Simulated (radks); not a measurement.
The numbers below are computed, except where a source is named.
Task: Se XVIII, 17 electrons, occupied as [Ne] 3s2 3p5. Level of theory: non-relativistic Kohn-Sham, r2SCAN, spin-polarised, spherical densities, point nucleus; open shells are filled with parallel spins first; meta-GGA in the generalised Kohn-Sham scheme (a radial shooting solver on a logarithmic mesh with Libxc functionals). Some entries of the table are withheld. Estimate them.

| orbital | occ. | eigenvalue (hartree) | <r> (bohr) | <r^2> (bohr^2) |
|---|---|---|---|---|
| 1s up | 1 | -476.5557 | 0.04501 | 0.002714 |
| 1s down | 1 | -476.4963 | 0.04501 | 0.002714 |
| 2s up | 1 | -80.94969 | 0.1981 | 0.04613 |
| 2s down | 1 | -80.93165 | 0.1981 | 0.04610 |
| 2p up | 3 | -75.12394 | 0.1712 | 0.03573 |
| 2p down | 3 | -75.07255 | 0.1713 | 0.03573 |
| 3s up | 1 | -26.94028 | (1) | 0.2975 |
| 3s down | 1 | -26.77196 | (2) | 0.2987 |
| 3p up | 3 | -24.89083 | (3) | 0.2885 |
| 3p down | 2 | -24.71885 | (4) | 0.2897 |
| 3d up | 0 | -21.61306 | 0.4564 | (5) |
| 3d down | 0 | -21.46931 | 0.4562 | (6) |
| 4s up | 0 | -12.57591 | 1.019 | 1.168 |
| 4s down | 0 | -12.50640 | 1.024 | 1.180 |

Result: 
(1) 3s up <r> (bohr): 0.5118
(2) 3s down <r> (bohr): 0.5128
(3) 3p up <r> (bohr): 0.5007
(4) 3p down <r> (bohr): 0.5017
(5) 3d up <r^2> (bohr^2): 0.2422
(6) 3d down <r^2> (bohr^2): 0.2422
